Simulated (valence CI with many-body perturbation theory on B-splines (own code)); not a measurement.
## How close is CI+MBPT for Sb I?

Level of theory: configuration interaction combined with many-body perturbation theory (CI+MBPT): five valence electrons over a frozen Dirac-Fock core [Kr] 4d10, radial functions for each j: 11 s, 11 p, 10 d, 8 f, 5 g, 2 h, with the one-electron correlation potential Σ1, the two-electron term Σ2, the three-electron term Σ3, Breit, model QED; selected CI, second order for the rest, scaled by the run's own slope (own B-spline code, finite nucleus).

Set against measurement, 19 paired levels are off by 158 cm⁻¹ on average, the worst by 377. These come from a selection out of the NIST Handbook of Basic Atomic Spectroscopic Data. Levels without a partner in it may be off by more. Among the levels kept, up to 2000 cm⁻¹ of a level comes from second order outside the variational space, and about a tenth of that is noise between levels of different J, which matters for small intervals.

Measured levels: NIST Handbook of Basic Atomic Spectroscopic Data (Sansonetti and Martin, J. Phys. Chem. Ref. Data 34, 1559 (2005)). Pairs share parity and J, and are chosen by configuration, term and nearness in energy; levels without a clear partner are left out. Energies in cm⁻¹ above the measured ground level.

Names give the largest LS component (configuration and term), which can be under half, so a name can repeat, a term be missing and a line seem to break the LS rules; names also repeat where a configuration has a term twice. Letters in brackets count levels of one name in rising energy.

| Computed label | Label in the source | Measured | Computed | Difference |
| --- | --- | --- | --- | --- |
| 5s2 5p3 4S°_3/2 | 5s2 5p3 4S° | 0 | 0.0 | 0 |
| 5s2 5p3 2D°_3/2 | 5s2 5p3 2D° | 8512.1 | 8625.0 | +113 |
| 5s2 5p3 2D°_5/2 | 5s2 5p3 2D° | 9854.0 | 10007.6 | +154 |
| 5s2 5p3 2P°_1/2 | 5s2 5p3 2P° | 16395.4 | 16465.8 | +70 |
| 5s2 5p3 2P°_3/2 | 5s2 5p3 2P° | 18464.2 | 18630.0 | +166 |
| 5s2 5p2 6s 4P_1/2 | 5s2 5p2(3P) 6s 4P | 43249.3 | 43093.4 | -156 |
| 5s2 5p2 6s 4P_3/2 | 5s2 5p2(3P) 6s 4P | 45945.3 | 45828.1 | -117 |
| 5s2 5p2 6s 2P_1/2 | 5s2 5p2(3P) 6s 2P | 46991.1 | 46870.3 | -121 |
| 5s2 5p2 6s 4P_5/2 | 5s2 5p2(3P) 6s 4P | 48332.4 | 48120.5 | -212 |
| 5s2 5p2 6s 2P_3/2 | 5s2 5p2(3P) 6s 2P | 49391.1 | 49307.7 | -83 |
| 5s2 5p2 5d 4P_5/2 | 5s2 5p2(3P) 5d 4P | 53443.0 | 53066.0 | -377 |
| 5s2 5p2 5d 4F_3/2 | 5s2 5p2(3P) 5d 4F | 53528.0 | 53335.7 | -192 |
| 5s2 5p2 5d 4F_5/2 | 5s2 5p2(3P) 5d 4F | 55120.9 | 54870.4 | -251 |
| 5s2 5p2 6s 2D_3/2 [a] | 5s2 5p2(1D) 6s 2D | 55233.0 | 55133.3 | -100 |
| 5s2 5p2 6s 2D_5/2 | 5s2 5p2(1D) 6s 2D | 55728.3 | 55493.6 | -235 |
| 5s2 5p2 6s 2D_3/2 [b] | 5s2 5p2(3P) 5d 4P | 56151.8 | 55984.6 | -167 |
| 5s2 5p2 5d 4F_7/2 | 5s2 5p2(3P) 5d 4F | 56528.1 | 56467.1 | -61 |
| 5s2 5p2 5d 4P_1/2 | 5s2 5p2(3P) 5d 4P | 56698.6 | 56468.2 | -230 |
| 5s2 5p2 5d 2F_5/2 | 5s2 5p2(3P) 5d 2F | 57287.1 | 57108.0 | -179 |
| 5s2 5p2 5d 2F_7/2 | 5s2 5p2(3P) 5d 2F | 61125.7 | 61140.7 | +15 |

Over 19 excited levels the mean absolute difference is 158 cm⁻¹, the median 156 and the largest 377. The comparison draws on a selection of the measured levels: 20 of the 56 computed ones have a partner in it, and others may be off by more.

Rates against NIST Handbook of Basic Atomic Spectroscopic Data (Sansonetti and Martin, J. Phys. Chem. Ref. Data 34, 1559 (2005)):

| λ vac, measured (nm) | Upper | Lower | A computed (s⁻¹) | A tabulated (s⁻¹) |
| --- | --- | --- | --- | --- |
| 206.90 | 5s2 5p2 6s 4P_5/2 | 5s2 5p3 4S°_3/2 | 1.89e+08 | 1.81e+08 |
| 214.04 | 5s2 5p2 6s 2D_3/2 [a] | 5s2 5p3 2D°_3/2 | 9.16e+07 | 1.74e+08 |
| 217.65 | 5s2 5p2 6s 4P_3/2 | 5s2 5p3 4S°_3/2 | 1.67e+08 | 1.75e+08 |
| 217.99 | 5s2 5p2 6s 2D_5/2 | 5s2 5p3 2D°_5/2 | 1.61e+08 | 2.39e+08 |
| 231.22 | 5s2 5p2 6s 4P_1/2 | 5s2 5p3 4S°_3/2 | 1.59e+08 | 1.69e+08 |
| 252.93 | 5s2 5p2 6s 2P_3/2 | 5s2 5p3 2D°_5/2 | 2.13e+08 | 1.77e+08 |
| 259.88 | 5s2 5p2 6s 2P_1/2 | 5s2 5p3 2D°_3/2 | 2.43e+08 | 2.10e+07 |
| 287.88 | 5s2 5p2 6s 4P_1/2 | 5s2 5p3 2D°_3/2 | 3.18e+07 | 4.24e+07 |
| 323.34 | 5s2 5p2 6s 2P_3/2 | 5s2 5p3 2P°_3/2 | 2.08e+07 | 3.07e+07 |
| 326.84 | 5s2 5p2 6s 2P_1/2 | 5s2 5p3 2P°_1/2 | 2.78e+07 | 4.95e+07 |
